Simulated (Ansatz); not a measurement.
`N[SiH](Cl)BO` → `OBCl` + `N[SiH]`  (silylene formation by 1,1-elimination)

Gas-phase electronic energies from Ansatz, PBE0-D4/def2-TZVP geometries. CCSD(T)/CBS is the MP2 limit (def2-TZVPP, def2-QZVPP) plus CCSD(T) − MP2 in def2-TZVPP, frozen cores. This one scheme is used for every species. Functionals use def2-TZVPP. B3LYP here is the variant with VWN-RPA as its local correlation; programs differ in this. One conformer a species, not always the lowest.

CCSD(T)/CBS gives +147.0 kJ/mol.

Question: Another level gave +143.5 kJ/mol. Which?
A. CCSD/def2-TZVPP
B. MP2/def2-TZVPP
C. B3LYP/def2-TZVPP
D. PBE-D4/def2-TZVPP

Answer: D. PBE-D4 143.5, B3LYP 125.0, MP2/def2-TZVPP 149.7, CCSD/def2-TZVPP 137.0 kJ/mol.

Largest T1 diagnostic among the species: 0.015.

From PBE to PBE0 (25 % exact exchange), in def2-TZVPP and without D4, ΔE moves by +13.3 kJ/mol. The D4 term adds +15.2 kJ/mol with B3LYP and +8.5 kJ/mol with PBE0; it sums over pairs of atoms, weighted by their polarisabilities, and B3LYP, whose exchange is more repulsive, gets the larger term.
